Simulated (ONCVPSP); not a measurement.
## Varying the ONCV potential for selenium

Base potential:

```
Element                 : Se (Z = 34)
Generator               : ONCVPSP 4.0.1
Type                    : optimised norm-conserving Vanderbilt (ONCV)
Functional              : PBEsol
Relativity              : scalar-relativistic
Frozen core             : [Ar]
Valence charge          : 16
Reference configuration : 3d10 4s2 4p3.75 (charge +0.25)
Partial waves           : 4s: rc 1.60 bohr, ncon 5, nbas 10, qcut 5.1 1/bohr, 1 projector; 4p: rc 1.85 bohr, ncon 5, nbas 8, qcut 5.4 1/bohr, 2 projectors, debl 3.5 Ha; 3d: rc 1.10 bohr, ncon 3, nbas 7, qcut 14.2 1/bohr, local
Local potential         : the d channel
Core correction         : Teter function, fcfact 2.5, rcfact 1.5
```

Cutoffs, loose and tight: the cutoffs (Ha) at which the residual kinetic energy of the hardest occupied pseudo-wave falls to 1 and 0.1 mHa per electron. They do not see the model core or the augmentation charge, which bear on the density cutoff. Test errors are all-electron minus pseudo excitation energies from the reference, over the configurations 3d10 4s2 4p4; 3d10 4s2 4p3; 3d10 4s2 4p2; 3d9 4s2 4p5. A dash means not determined; rows that change the core or the reference have their own tests. The largest error is taken over the tests solved by every variant that gives reliable tests at all: 3d10 4s2 4p2; 3d10 4s2 4p3; 3d10 4s2 4p4.

A true bound ghost makes a file unfit for plane-wave use even where its test errors are small: the radial tests pick states by their node count and pass the ghost by.

| change | outcome | cutoff, loose | cutoff, tight | bound ghosts | GHOST(+) flags above zero | largest test error (meV) |
| --- | --- | --- | --- | --- | --- | --- |
| base | generated | 83 Ha | 91 Ha | s | p | -1.1 |
| p: rc 1.46 | generated | 83 Ha | 91 Ha | s | p | -0.9 |
| p: rc 1.58 | generated | 83 Ha | 91 Ha | s | p | -1.0 |
| p: rc 1.8 | generated | 83 Ha | 91 Ha | s | p | -1.0 |
| p: rc 1.86 | generated | 83 Ha | 91 Ha | s | p | -1.1 |
| p: rc 2.1 | generated | 83 Ha | 91 Ha | s | p | -1.8 |
| p: rc 2.26 | generated | 83 Ha | 91 Ha | s | p | -3.4 |
| p: rc 2.34 | generated | 83 Ha | 91 Ha | s | p | -4.4 |
| p: rc 2.56 | generated | 83 Ha | 91 Ha | s | p | -8.0 |
| p: rc 2.7 | generated | 83 Ha | 91 Ha | s | p | -11 |

What comes out with this change to the base: p: rc 1.26?

outcome: generated; cutoff, loose: 116 Ha; cutoff, tight: 132 Ha; bound ghosts: s, p; GHOST(+) flags above zero: p; largest test error (meV): +0.7.

Reading the sweep of the p radius (base included, trends over the rows without a ghost): Bound ghosts are found at 1.26, 1.46, 1.58, 1.8, 1.85, 1.86, 2.1, 2.26, 2.34, 2.56, 2.7 bohr. Every judged row has one, so this setting neither creates nor removes them.
